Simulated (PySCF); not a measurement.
**Computed properties of CAuO, SMILES O=[C+][Au], charge +1, multiplicity 1**

CAuO, SMILES O=[C+][Au], charge +1, multiplicity 1. Coordinates come from a B3LYP-D3(BJ)/def2-TZVP optimisation. The multiplicity is an assumed one; other spin states were not compared. The def2 effective core potentials stand for the cores of Au; spin–orbit coupling is left out. Other conformers were not sampled. All values are computed for the isolated molecule unless a solvent is named; none is compared with measurement here.

**Structure.** The optimised structure has C∞v symmetry. All 4 harmonic modes at B3LYP-D3(BJ)/def2-TZVP (PySCF) are real, so it is a minimum. With heavy atoms numbered as in [Au:1][C+:2]=[O:3], the shortest bond between them is C2–O3 at 1.115 Å and the longest Au1–C2 at 1.952 Å.

**Vibrations.** The strongest infrared lines (harmonic, unscaled, degenerate partners summed) lie at 2306 cm⁻¹ (203 km/mol, C 59 %, O 41 %), 383 cm⁻¹ (14 km/mol, O 52 %, C 35 %, Au 12 %), 309 cm⁻¹ (1 km/mol, C 76 %, O 23 %). The softest mode is at 309 cm⁻¹ and the zero-point energy is 4.7 kcal/mol.

**Electronic structure.** r2SCAN/def2-TZVPD (PySCF) places the frontier levels at -14.46 and -10.37 eV, a gap of 4.09 eV and a mean polarisability of 30.6 bohr³. PBE/def2-TZVPD (PySCF) at the same geometry gives -14.23 and -10.72 eV, so its gap is 0.58 eV narrower. An orbital gap is neither the optical nor the fundamental gap.

**Excitations.** TDA-ωB97X/def2-TZVPD (PySCF) has S1 at 4.37 eV (284 nm, f = 0.010, weak); the most intense of the 10 singlets computed lies at 6.54 eV (f = 0.12). Strengths of degenerate partners are summed. T1 (TDA) is at 3.50 eV, 0.87 eV under S1. TDA-PBE/def2-TZVPD (PySCF) puts S1 at 4.11 eV. No vertical singlet excitation falls in the visible range (under 3.1 eV).
